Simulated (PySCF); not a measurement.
Ligands exchanged one at a time, Sn OCH3-H. All species are isolated molecules in the gas phase. One relaxed conformer stands for each flexible species; it need not be the lowest. Strings in code marks are SMILES.

All values below come from M06-2X/def2-TZVP // B3LYP-D3(BJ)/def2-SVP in PySCF. 

| species | HOMO (eV) | HOMO–LUMO gap (eV) |
|---|---|---|
| 0 of 4 OCH3 replaced by H (`[O]([Sn]([O]C)([O]C)[O]C)C`) | -9.58 | 8.83 |
| 2 of 4 OCH3 replaced by H (`C[O][SnH2][O]C` (C–O–Sn–O torsion 60°, O–Sn–O–C torsion 60°)) | -9.20 | 9.55 |
| 3 of 4 OCH3 replaced by H (`C[O][SnH3]`) | ___ | ___ |
| 4 of 4 OCH3 replaced by H (`[SnH4]`) | -10.22 | 11.44 |

Problem. Some entries are withheld; supply them.

Solution. 
- 3 of 4 OCH3 replaced by H (`C[O][SnH3]`), HOMO (eV): -9.01
- 3 of 4 OCH3 replaced by H (`C[O][SnH3]`), HOMO–LUMO gap (eV): 9.13
